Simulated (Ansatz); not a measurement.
The same path of CH6Sn (8 atoms, charge 0, multiplicity 1) was run twice with different band settings. Lost on the way: Sn1–C2, Sn1–H6. Made: C2–H6.

These are results of Ansatz, RKS PBE-D4/def2-SVP, not measurements.

Relaxed end points:

```xyz
8
Properties=species:S:1:pos:R:3
Sn 0.444 0.017 0.031
C 1.060 -0.021 2.112
H 0.178 -0.139 2.771
H 1.753 -0.867 2.278
H 1.577 0.924 2.362
H 1.843 0.161 -0.977
H -0.601 1.365 -0.263
H -0.395 -1.440 -0.376
```

```xyz
8
Properties=species:S:1:pos:R:3
Sn 0.091 -0.060 -0.936
C 1.512 0.029 1.830
H 0.425 -0.182 1.743
H 1.995 -0.822 2.345
H 1.645 0.965 2.402
H 2.007 0.154 0.841
H -0.901 1.230 -0.162
H -0.917 -1.314 -0.124
```

Common settings: movable images 5; climbing image yes; spring 5.0 eV/Å²; start path through a guess of the saddle point; force threshold 0.05 eV/Å; iteration limit 60; end points relaxed.

| run | optimiser | largest step |
| --- | --- | --- |
| 1 | quadratic models (default) | default |
| 2 | lbfgs | 0.02 Å |

Problem. What does each run give, and how far can it be trusted?

Solution. Run 1: converged after 18 iterations, highest image 2.038 eV above the first end. A vibrational analysis at the climbing image gives one clearly imaginary mode, 983i cm⁻¹: a first-order saddle point.
Run 2: not converged after 60 iterations, highest image 2.049 eV above the first end. The band didn't meet its force threshold, so its energies are provisional: the largest band force was still 0.06 eV/Å, and over the last iterations the top stayed at 2.05 eV.
The orbitals stay closed-shell, which can raise the energy where a bond breaks towards radicals; this wasn't checked here.
